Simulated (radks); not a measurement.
Problem. Excited configurations of Sn: one electron is placed in a higher orbital outside [Kr] 4d10 5s2 5p1. The ground configuration is [Kr] 4d10 5s2 5p2. Method: Dirac Kohn-Sham, PBE, spin-unpolarised, spherical densities, finite nucleus; open shells are shared between the two j in proportion to 2j + 1; Fermi nuclear charge, rms radius 4.6519 fm; computed with a radial shooting solver on a logarithmic mesh with Libxc functionals. Excitation = E - E(ground); binding = E(ion) - E, where the ion is the core of charge +1; n* = 1/sqrt(2 binding) in atomic units, and the quantum defect is n - n*. Eigenvalue and <r> are those of j = l + 1/2.

| outer orbital | excitation (eV) | binding (eV) | n* | quantum defect | eigenvalue (eV) | <r> (bohr) |
|---|---|---|---|---|---|---|
| 4f | 5.971 | 0.917 | 3.852 | 0.148 | -0.432 | 17.15 |
| 5d | 5.080 | 1.808 | 2.743 | 2.257 | -0.681 | 8.652 |
| 6s | 3.849 | 3.039 | 2.116 | 3.884 | -1.728 | 7.124 |
| 6p | 4.796 | 2.092 | 2.550 | 3.450 | -1.136 | 9.501 |
| 6d | 5.748 | 1.140 | 3.455 | 2.545 | -0.619 | 16.54 |
| 6f | 6.426 | 0.462 | 5.428 | 0.572 | -0.287 | 43.34 |
| 7s | 5.365 | 1.523 | 2.989 | 4.011 | -0.929 | 14.43 |
| 7d | 6.149 | 0.739 | 4.292 | 2.708 | -0.451 | 27.51 |

Estimate the row for 7p.

Solution. excitation (eV) 5.720; binding (eV) 1.168; n* 3.413; quantum defect 3.587; eigenvalue (eV) -0.694; <r> (bohr) 18.06. The Delta-SCF ionisation energy is 6.888 eV (NIST Atomic Spectra Database: 7.344 eV, measured). Self-interaction in the functional shifts the binding energies and quantum defects, so they are the method's values and not measured ones. Spin polarisation and multiplet splitting are left out, so open shells lie too high by an amount that depends on their filling. Sharing an open shell by 2j + 1 raises it above the true ground level by a part of the spin-orbit splitting, which enters the differences from NIST.

Beside tabulated values, note that spin-unpolarised runs miss the spin-polarisation part of the exchange energy of open shells.
